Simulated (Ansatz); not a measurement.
Molecule: GeO$_{2}$, net charge -1, doublet state. SMILES of the parent species: [O]=[Ge]=[O]
Coordinates optimised at B3LYP-D3(BJ)/def2-TZVP (Ansatz, a first-principles code):
```
Ge
O 1 1.7042
O 1 1.7042 2 130.08
```
Charge -1, spin multiplicity 2.

Parts of the frozen-core correlation energy in aug-cc-pVDZ (Ansatz, hartree). Frozen orbitals: 16; correlated occupied orbitals by spin: 9 and 8; virtual: 57 and 58. Open shells are spin-unrestricted. Spin-orbit coupling is left out. No relativistic terms.

```csv
term,value
reference (HF),-2225.07108
MP2 opposite-spin,-0.37050
MP2 same-spin,?
CCSD correlation,?
(T),?
T1 diagnostic,0.035
largest doubles amplitude,0.033
<S^2> of the reference,0.799
```

**Question.** Complete the blanks.

**Answer.** 
- MP2 same-spin, value: -0.14690
- CCSD correlation, value: -0.51075
- (T), value: -0.02509
